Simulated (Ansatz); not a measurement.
**Molecular dynamics, step by step**

SiH$_{2}$OF$_{2}$, closed shell, B3LYP-D4/6-31G (Ansatz 0.2.0). Settings (timestep in fs, temperature in K; T counts 12 degrees of freedom):

```yaml
hamiltonian: {xc: {name: B3LYP}, dispersion: d4}
md: {n_steps: 40, timestep: 0.5, temperature: 300, ensemble: nve, seed: 328, initial_velocities: maxwell_boltzmann}
```

Start, the saddle point found with PBE0-D4 in triple zeta (not stationary at another level):

```
6
angstrom
Si -0.4113 0.4162 -0.5458
O 0.9340 -0.4045 0.3559
H 0.8064 -0.6160 -0.8942
F -1.6923 -0.1707 0.2156
F -0.3299 1.9289 -0.0554
H 0.6931 -1.1538 0.9238
```

```csv
step,time (fs),potential energy less the start (meV),kinetic energy (meV),T (K)
0,0.00,0.0,155.1,300
2,1.00,-4.3,159.1,308
4,2.00,-13.9,168.9,327
6,3.00,-36.2,191.5,370
8,4.00,-84.5,239.8,464
10,5.00,-159.4,314.4,608
12,6.00,-248.9,403.8,781
14,7.00,-347.5,502.7,972
16,8.00,-470.7,626.1,1211
18,9.00,-634.3,789.5,1527
20,10.00,-829.3,984.2,1904
22,11.00,-1043.1,1198.1,2317
24,12.00,-1283.5,1438.7,2783
26,13.00,-1562.7,1717.6,3322
28,14.00,-1868.1,2022.1,3911
30,15.00,-2149.7,2302.5,4453
32,16.00,-2342.9,2495.0,4825
34,17.00,-2415.7,2567.7,4966
36,18.00,-2370.1,2522.1,4878
38,19.00,-2216.8,2369.3,4582
40,20.00,-1991.1,2144.6,4148
```

Step 6, positions (Å) and forces (eV/Å):

```csv
atom,x,y,z,Fx,Fy,Fz
Si1,-0.420,0.408,-0.544,2.632,-0.952,-3.209
O2,0.940,-0.396,0.359,0.167,-1.648,1.248
H3,0.813,-0.636,-1.010,-0.267,0.257,-0.115
F4,-1.695,-0.171,0.209,-3.140,-1.372,1.771
F5,-0.321,1.934,-0.051,0.027,2.840,0.803
H6,0.712,-1.159,0.987,0.581,0.875,-0.500
```

Step 34, positions (Å) and forces (eV/Å):

| atom | x | y | z | Fx | Fy | Fz |
| --- | --- | --- | --- | --- | --- | --- |
| Si1 | -0.338 | 0.336 | -0.566 | 0.784 | -0.109 | 3.456 |
| O2 | 0.953 | -0.391 | 0.398 | -1.231 | 1.066 | -2.968 |
| H3 | -0.022 | -0.078 | -2.058 | -0.627 | 0.732 | 1.371 |
| F4 | -1.833 | -0.219 | 0.228 | 1.631 | 0.660 | -1.556 |
| F5 | -0.288 | 2.037 | -0.028 | -0.235 | -2.128 | -1.373 |
| H6 | 1.038 | -0.788 | 1.252 | -0.321 | -0.221 | 1.070 |

Step 38, positions (Å) and forces (eV/Å):

```
atom       x       y       z      Fx      Fy      Fz
 Si1  -0.314   0.322  -0.553  -1.066   0.934   1.649
  O2   0.945  -0.387   0.394  -0.590   0.169  -1.445
  H3  -0.280   0.116  -2.251   0.082   0.265   2.788
  F4  -1.851  -0.225   0.223   2.094   0.675  -1.491
  F5  -0.286   2.044  -0.034  -0.103  -2.321  -1.183
  H6   1.051  -0.688   1.312  -0.416   0.278  -0.318
```

Last step (40):

Si1  (-0.303, 0.316, -0.545)
O2  (0.941, -0.384, 0.390)
H3  (-0.410, 0.218, -2.310)
F4  (-1.858, -0.227, 0.220)
F5  (-0.285, 2.045, -0.037)
H6  (1.051, -0.636, 1.342)
(Å)

Hardware: 2 CPU threads of an Intel Xeon Platinum 8259CL, shared host. Wall time about 40 s.
